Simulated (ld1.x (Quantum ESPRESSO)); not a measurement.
**Cs (Z = 55): excitation energies, all-electron against RRKJ**

Cs, norm-conserving RRKJ (Kleinman–Bylander form), made with ld1.x (Quantum ESPRESSO) 7.5 (LDA (PZ), scalar-relativistic). Core [Kr] 4d10 5s2, reference 5p6 5d0.5 6s0.5 6p0. Waves: 5p (bound): rc 2.80 bohr; 5d (bound): rc 3.85 bohr; 6s (bound): rc 3.85 bohr. Local part: the s channel. Core correction: Bessel-smoothed model core, default radius (core density twice the valence density).

Energies are relative to the spin-unpolarised reference configuration 5p6 5d0.5 6s0.5 6p0; without spin polarisation the order of configurations can differ from experiment. Spin-polarised rows fill each open shell by Hund’s rule, majority spin first.

```
               valence configuration  charge  ΔE all-electron (eV)  error AE − PS (meV)
                     5p6 5d0 6s0 6p0      +1                 3.132                 -1.7
                   5p6 5d0 6s0.5 6p0    +0.5                 0.688                 +0.5
                     5p6 5d0 6s0 6p1       0                 0.609                 -138
                     5p5 5d0 6s1 6p0      +1                17.124                 -167
5p6 5d0.5 6s0.5 6p0 (spin-polarised)       0                -0.086                 +0.6
    5p6 5d0 6s1 6p0 (spin-polarised)       0                -0.975                 +0.3
```

What are ΔE and the potential's error for 5p6 5d1 6s0 6p0?

ΔE = 0.854 eV all-electron; the error (AE − PS) is -1.1 meV.

What are ΔE and the potential's error for 5p6 5d0 6s1 6p0?

ΔE = -0.867 eV all-electron; the error (AE − PS) is -0.1 meV.
